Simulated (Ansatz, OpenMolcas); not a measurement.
## Worked example: vertical energy of the triplet above the singlet of H2Te (hydrogen telluride)

H2Te: 3 atoms, total charge 0, spin state singlet. SMILES: `[TeH2]`. The shape is that of a PBE0-D4/def2-TZVP optimisation.

```xyz
3

Te    0.5790   -0.4640    0.2590
H     0.2517    1.1592    0.2661
H    -0.8416   -0.7601   -0.5383
```

Both states at this one shape; open shells run unrestricted unless said. 1 Eh = 27.2114 eV.

| level | program | singlet H2Te (Eh) | triplet H2Te (Eh) |
| --- | --- | --- | --- |
| M06-L/def2-TZVPPD (core potential) | OpenMolcas | -269.381987 | -269.239660 |
| HSE06/def2-TZVPPD (core potential) | Ansatz | -269.217185 | -269.078997 |

Problem. Work out the vertical gap, second state less first, at each level.

Solution. 
1. M06-L/def2-TZVPPD (core potential): -269.239660 − (-269.381987) = 0.142327 Eh = 3.87 eV.
2. HSE06/def2-TZVPPD (core potential): -269.078997 − (-269.217185) = 0.138188 Eh = 3.76 eV.

No measured value is set beside it here; the levels span 3.76 to 3.87 eV. Spin-orbit coupling, which splits open shells on such heavy atoms by tenths of an eV, is left out.
